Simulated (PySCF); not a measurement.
HOP, SMILES O=P. Atoms are numbered in the order given.

```xyz
3

P     -0.1129    -0.4713     0.0000
O      0.0549     1.0072     0.0000
H      1.2546    -0.9885     0.0000
```
Charge 0, spin multiplicity 1.

Geometry optimised at TPSSh-D3(BJ)/def2-TZVPD.

Calculation: M06-2X/def2-TZVPD (PySCF).

Symmetry labels are those of the subgroup Cs that the program uses (full group Cs).

Task: List the valence orbital energies around the gap with their symmetry. (Estimate from the structure and the level; the computed values follow.)

Result: 
| orbital | symmetry | energy (eV) |
|---|---|---|
| HOMO−7 | A' | -136.92 |
| HOMO−6 | A' | -136.86 |
| HOMO−5 | A' | -30.69 |
| HOMO−4 | A' | -18.12 |
| HOMO−3 | A' | -13.73 |
| HOMO−2 | A' | -12.36 |
| HOMO−1 | A" | -12.16 |
| HOMO | A' | -8.90 |
| LUMO | A" | -2.33 |
| LUMO+1 | A' | 0.55 |
| LUMO+2 | A' | 0.88 |
| LUMO+3 | A' | 2.01 |
